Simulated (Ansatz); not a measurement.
A nudged elastic band was laid between two geometries of ClH₅InNOSi (10 atoms, charge 0, multiplicity 1).

Computed with Ansatz 0.2.0, RKS PBE0-D4/def2-SVP.

```
movable images  : 5
climbing image  : yes
spring          : 5.0 eV/Å²
optimiser       : quadratic models (default)
start path      : through a guess of the saddle point
force threshold : 0.2 eV/Å
iteration limit : 60
end points      : relaxed
```

First end point:

```xyz
10
Properties=species:S:1:pos:R:3
N -1.499 1.712 1.770
In -0.061 0.997 0.560
Cl 1.793 2.259 -0.105
O -0.250 -0.774 -0.312
Si 0.614 -1.681 -1.393
H -1.197 2.427 2.427
H -2.038 1.005 2.265
H -0.189 -2.890 -1.747
H 1.920 -2.133 -0.815
H 0.907 -0.921 -2.650
```

Last end point:

```xyz
10
Properties=species:S:1:pos:R:3
N -1.188 0.790 1.535
In 0.321 0.593 0.171
Cl 1.439 2.367 -0.871
O -0.547 -0.719 -1.400
Si 0.807 -1.913 -1.080
H -1.353 1.766 1.782
H -0.982 0.299 2.405
H -1.433 -1.059 -1.220
H 1.118 -1.148 0.418
H 1.818 -0.976 -1.740
```

(1) Which bonds break or form, and what moves?

(2) What energy profile does the band end with?

(3) What is the geometry of the highest image?

Answers

(1) Bonds broken: Si5–H8. Bonds formed: In2–Si5, In2–H9, O4–H8.

(2) It converged. The highest image is number 4 of 0 to 6, 3.17 eV above the first end and 1.86 eV above the last; the last end lies 1.31 eV above the first. The threshold of 0.2 eV/Å is loose, so the images may lie well off the minimum-energy path. Neighbouring images differ by up to 2.7 eV, so the band resolves the path poorly. The order of the stationary point at the top wasn't checked. The orbitals stay closed-shell, which can raise the energy where a bond breaks towards radicals; this wasn't checked here.

```csv
image,path coordinate (Å),energy (eV),Si5–H8 (Å),In2–Si5 (Å),In2–H9 (Å)
0,0.00,0.00,1.49,3.38,3.95
1,0.94,0.01,1.49,3.41,3.87
2,1.88,0.05,1.49,3.37,3.62
3,2.83,0.49,1.48,3.19,3.33
4,3.77,3.17,1.63,3.40,3.30
5,5.15,1.52,2.33,2.99,2.04
6,6.53,1.31,2.40,2.84,1.93
```

(3) 
```xyz
10
Properties=species:S:1:pos:R:3
N -1.369 1.316 1.775
In -0.235 1.090 0.123
Cl 1.562 2.489 -0.410
O -0.440 -0.446 -1.204
Si 0.732 -1.857 -1.260
H -0.889 1.807 2.529
H -1.800 0.464 2.132
H -0.866 -1.610 -1.046
H 1.716 -1.555 -0.154
H 1.589 -1.697 -2.484
```

Run time: 3.9 min on 2 threads of INTEL(R) XEON(R) PLATINUM 8581C CPU @ 2.30GHz (Emerald Rapids), with other jobs on the host, peak memory 0.32 GiB.
